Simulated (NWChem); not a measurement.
Molecule: trichlorofluoromethane (CCl₃F); SMILES FC(Cl)(Cl)Cl

```xyz
5

F      0.0000     0.0000     1.5819
C      0.0000     0.0000     0.2556
Cl     0.8204    -1.4598    -0.3084
Cl     0.8541     1.4404    -0.3084
Cl    -1.6744     0.0194    -0.3084
```
Atoms are numbered in this order, from 1.

The geometry was optimised at PBE0/def2-SVP. Not confirmed as a minimum by frequencies.

Task: Give the principal values of the shielding tensors (ppm) of F1, C2, Cl3 from PBE0/x2c-SVPall-s, scalar ZORA without spin-orbit coupling, GIAO (NWChem), with their diamagnetic and paramagnetic parts as GIAO splits them.

Result: 
```tsv
atom	σ11	σ22	σ33	isotropic	diamagnetic	paramagnetic
F1	185.1	185.1	214.7	195.0	466.6	-271.7
C2	40.4	40.4	43.8	41.5	248.0	-206.5
Cl3	209.3	242.3	962.2	471.2	1144.0	-672.8
```
